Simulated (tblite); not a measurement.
Parent: `[F:1][C:2]([F:3])([F:4])[CH:5]([SiH3:6])[SiH3:7]`, C2H7F3Si2.

The geometries are computed with GFN2-xTB (gas phase). One conformer each, not checked by frequencies here.

```json
{"coordinate of the parent": "F1–C2", "value": "1.348 Å"}
{"coordinate of the parent": "C2–F3", "value": "1.351 Å"}
{"coordinate of the parent": "C2–F4", "value": "1.351 Å"}
{"coordinate of the parent": "C2–C5", "value": "1.486 Å"}
{"coordinate of the parent": "C5–Si6", "value": "1.914 Å"}
{"coordinate of the parent": "C5–Si7", "value": "1.914 Å"}
{"coordinate of the parent": "F1–C2–F3", "value": "105.4°"}
{"coordinate of the parent": "F1–C2–F4", "value": "105.4°"}
{"coordinate of the parent": "F1–C2–C5", "value": "113.0°"}
{"coordinate of the parent": "F3–C2–F4", "value": "105.0°"}
{"coordinate of the parent": "F3–C2–C5", "value": "113.6°"}
{"coordinate of the parent": "F4–C2–C5", "value": "113.7°"}
{"coordinate of the parent": "C2–C5–Si6", "value": "108.7°"}
{"coordinate of the parent": "C2–C5–Si7", "value": "108.7°"}
{"coordinate of the parent": "Si6–C5–Si7", "value": "115.4°"}
```

Problem. How does the shared frame change in `[F:1][C:2]([F:3])([F:4])[C:5]([SiH3:6])([SiH3:7])[CH:8]([Cl:9])[Cl:10]` with C2–C5–C8–Cl9 -158°, C3H7Cl2F3Si2? Atoms pair as F1 = F4, C2 = C2, F3 = F1, F4 = F3, C5 = C5, Si6 = Si7, Si7 = Si6 (parent first).

Solution. 
| parent | relative | value in the relative | change |
| --- | --- | --- | --- |
| F1–C2 | F4–C2 | 1.344 Å | -0.004 |
| C2–F3 | C2–F1 | 1.354 Å | +0.003 |
| C2–F4 | C2–F3 | 1.345 Å | -0.006 |
| C2–C5 | C2–C5 | 1.493 Å | +0.007 |
| C5–Si6 | C5–Si7 | 1.931 Å | +0.017 |
| C5–Si7 | C5–Si6 | 1.927 Å | +0.013 |
| F1–C2–F3 | F4–C2–F1 | 105.7° | +0.3 |
| F1–C2–F4 | F4–C2–F3 | 105.5° | +0.1 |
| F1–C2–C5 | F4–C2–C5 | 112.1° | -0.9 |
| F3–C2–F4 | F1–C2–F3 | 105.0° | 0.0 |
| F3–C2–C5 | F1–C2–C5 | 112.9° | -0.7 |
| F4–C2–C5 | F3–C2–C5 | 114.9° | +1.2 |
| C2–C5–Si6 | C2–C5–Si7 | 106.4° | -2.3 |
| C2–C5–Si7 | C2–C5–Si6 | 107.4° | -1.3 |
| Si6–C5–Si7 | Si7–C5–Si6 | 113.9° | -1.5 |

Of the parent's bonds, C5–Si6 changes most (+0.017 Å). Bonds of the relative outside the shared frame: C5–C8 1.506, C8–Cl9 1.770, C8–Cl10 1.784 Å. Point group Cs → C1.
